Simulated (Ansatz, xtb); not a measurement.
C4H7ClSi: 4 structures ranked

4 gas-phase structures of C4H7ClSi, from a drawn sample of its isomers (lower ones may exist). Each was relaxed with GFN2-xTB:

A. `Cl/C=C1/CC[SiH2]1`, a singlet
B. `C=C/C(Cl)=C\[SiH3]`, a singlet
C. `Cl[SiH2]C1=CCC1`, a singlet
D. `Cl[SiH]1CC=CC1`, a singlet

Question: Which do you expect lowest at r2SCAN-D4/def2-SVP//GFN2-xTB, and how would the others follow?

Answer: Calculated order at r2SCAN-D4/def2-SVP//GFN2-xTB: D (0.000), C (1.393), A (2.498), B (2.512) eV. Less than 1 kcal/mol parts A and B, so the order within that pair means little.

Energies above the lowest of each column, in eV; the last columns are at r2SCAN-D4/def2-SVP geometries and were run for some of them only (a dash: not run or not comparable):

| structure | GFN2-xTB | HF/STO-3G | r2SCAN-D4/def2-SVP//GFN2-xTB | r2SCAN-D4/def2-SVP | CCSD(T)/def2-SVP + ΔMP2/def2-TZVPP |
| --- | --- | --- | --- | --- | --- |
| D | 0.000 | 0.000 | 0.000 | 0.000 | 0.000 |
| C | 0.552 | 1.611 | 1.393 | 1.420 | 1.406 |
| A | 1.698 | 2.781 | 2.498 | 2.520 | 2.540 |
| B | 1.797 | 3.834 | 2.512 | – | – |

Every level run on D puts it lowest or level with the lowest. Flexible structures stand in one conformer each, not always the lowest. Frequencies (GFN2-xTB) were run for A, C, D alone. ΔMP2 is the change of the MP2 energy from the smaller to the larger basis.

Over these structures GFN2-xTB departs from r2SCAN-D4/def2-SVP//GFN2-xTB by 0.294 eV on average once a common shift is removed. A GFN2-xTB relaxation took about 0.15 s and the r2SCAN-D4/def2-SVP//GFN2-xTB energy about 3.9 s on a shared host (Ansatz 0.2.0, xtb 6.7.1).
